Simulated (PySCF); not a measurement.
One of the candidates below gave these computed data.

All candidates are C5H18Si4.

* Rotational structure: rotational constants A, B, C: 1.139, 0.534, 0.473 GHz [PBE0-D3(BJ)/def2-SVP]
* Dipole: 1.72 D [CAM-B3LYP/pcSseg-1]
* 1H NMR: chemical shifts (computed TMS as zero) by class: 3.78 (2 H), 3.54 (6 H), 2.38 (2 H), 2.06 (1 H), 1.91 (1 H), 1.86 (1 H), 1.47 (2 H), 0.48 (3 H) ppm [GIAO CAM-B3LYP/pcSseg-1]
* NMR, other nuclei: isotropic shieldings of nuclei other than C and H, by class: 399 (1 Si), 436 (1 Si), 443 (2 Si) ppm [GIAO CAM-B3LYP/pcSseg-1]
* 13C NMR: chemical shifts (computed TMS as zero) by class: 24.7 (2 C), 21.8 (1 C), 16.6 (1 C), -8.2 (1 C) ppm [GIAO CAM-B3LYP/pcSseg-1]

Electronic properties: PySCF, gas phase, density fitting. Levels stand in brackets. Isolated species at its PBE0-D3(BJ)/def2-SVP geometry (one conformer only). NMR classes are plain means over equivalent atoms (diastereotopic ones count apart unless rotation or inversion swaps them), as if these changed places fast.

**Question.** Which candidate is it?
A. `[SiH3][SiH2][SiH2][SiH2]C1CCCC1`
B. `C[Si]([SiH3])([SiH3])[SiH2]C1CCC1`
C. `[SiH3][SiH2][Si@@H]([SiH3])C1CCCC1`
D. `C[C@H]1C[C@@H]([Si@@H]([SiH3])[SiH2][SiH3])C1`
E. `CCC(C)(C)[SiH]1[SiH2][SiH2][SiH2]1`

**Answer.** B. It is `C[Si]([SiH3])([SiH3])[SiH2]C1CCC1`. Numbering: `[CH3:1][Si:2]([SiH3:3])([SiH3:4])[SiH2:5][CH:6]1[CH2:7][CH2:8][CH2:9]1`. Its formula, C5H18Si4, gives 1 degree of unsaturation: 1 ring and 0 π bonds in the structure found. 5 carbons fall into 4 classes; from least to most shielded: four-membered-ring carbon [C7/C9] (24.7 ppm, 2 C), four-membered-ring carbon [C8] (21.8 ppm), ring sp3 carbon bound to silicon [C6] (16.6 ppm), Si-methyl carbon [C1] (-8.2 ppm). Hydrogen classes from least to most shielded: 2 H on an SiH2 silicon, Si5 (3.78 ppm), 6 H on 2 SiH3 silicons, Si3/Si4 (3.54 ppm), 2 H on 2 four-membered-ring carbons, C7/C9 (2.38 ppm), 1 H on a four-membered-ring carbon, C8 (2.06 ppm), 1 H on an sp3 carbon bound to silicon, C6 (1.91 ppm), 1 H on a four-membered-ring carbon, C8 (1.86 ppm), 2 H on 2 four-membered-ring carbons, C7/C9 (1.47 ppm), 3 H on an Si-methyl carbon, C1 (0.48 ppm). The other shieldings belong to: 399 ppm, SiH2 silicon [Si5]; 436 ppm, four-coordinate silicon [Si2]; 443 ppm, SiH3 silicon [Si3/Si4]. The optimised geometry has point group C1 and is an asymmetric top.

The others, at the same levels:
- `CCC(C)(C)[SiH]1[SiH2][SiH2][SiH2]1` fails: its computed 13C shifts are 40.0 (1 C), 29.1 (2 C), 22.9 (1 C), 14.6 (1 C) ppm, 1H shifts are 4.25 (1 H), 3.95 (1 H), 3.84 (2 H), 3.83 (2 H), 3.80 (1 H), 1.21 (2 H), 1.02 (3 H), 1.01 (6 H) ppm and rotational constant A is 1.187 GHz (against 1.139 GHz).
- `[SiH3][SiH2][SiH2][SiH2]C1CCCC1` fails: it has 3 carbon classes against 4; its computed 13C shifts are 34.3 (2 C), 26.9 (2 C), 24.4 (1 C) ppm, 1H shifts are 3.79 (2 H), 3.51 (3 H), 3.38 (2 H), 3.36 (2 H), 1.69 (2 H), 1.67 (2 H), 1.53 (2 H), 1.02 (2 H), 0.51 (1 H) ppm and rotational constant A is 1.083 GHz (against 1.139 GHz).
- `C[C@H]1C[C@@H]([Si@@H]([SiH3])[SiH2][SiH3])C1` fails: it has 5 carbon classes against 4; its computed 13C shifts are 36.3 (1 C), 34.1 (1 C), 33.4 (1 C), 22.9 (1 C), 12.4 (1 C) ppm, 1H shifts are 3.82 (1 H), 3.52 (3 H), 3.52 (3 H), 3.20 (1 H), 3.18 (1 H), 2.31 (1 H), 2.07 (1 H), 1.94 (1 H), 1.63 (1 H), 1.31 (1 H), 1.22 (1 H), 1.01 (3 H) ppm and rotational constant A is 0.920 GHz (against 1.139 GHz).
- `[SiH3][SiH2][Si@@H]([SiH3])C1CCCC1` fails: it has 5 carbon classes against 4; its computed 13C shifts are 36.0 (1 C), 32.1 (1 C), 28.2 (1 C), 27.3 (1 C), 21.4 (1 C) ppm, 1H shifts are 3.87 (1 H), 3.54 (3 H), 3.43 (3 H), 3.25 (1 H), 3.23 (1 H), 1.73 (1 H), 1.71 (1 H), 1.70 (1 H), 1.62 (1 H), 1.37 (1 H), 1.27 (1 H), 1.16 (1 H), 0.98 (1 H), 0.94 (1 H) ppm and rotational constant A is 0.878 GHz (against 1.139 GHz).

Each candidate is one conformer, not necessarily the lowest. Dipoles, sizes and rotational constants follow the conformer. The torsions of the flexible species, by atom-mapped SMILES:
- `[CH3:1][Si:2]([SiH3:3])([SiH3:4])[SiH2:5][CH:6]1[CH2:7][CH2:8][CH2:9]1`: C1–Si2–Si5–C6 -63°, Si2–Si5–C6–C7 50°
- `[CH3:1][CH2:2][C:3]([CH3:4])([CH3:5])[SiH:6]1[SiH2:7][SiH2:8][SiH2:9]1`: C1–C2–C3–C4 -64°, C2–C3–Si6–Si7 -86°
- `[CH3:1][C@H:2]1[CH2:3][C@@H:4]([Si@@H:5]([SiH3:6])[SiH2:7][SiH3:8])[CH2:9]1`: C3–C4–Si5–Si6 43°, C4–Si5–Si7–Si8 46°

The conformers of `[SiH3][SiH2][SiH2][SiH2]C1CCCC1` and `[SiH3][SiH2][Si@@H]([SiH3])C1CCCC1` aren't listed.
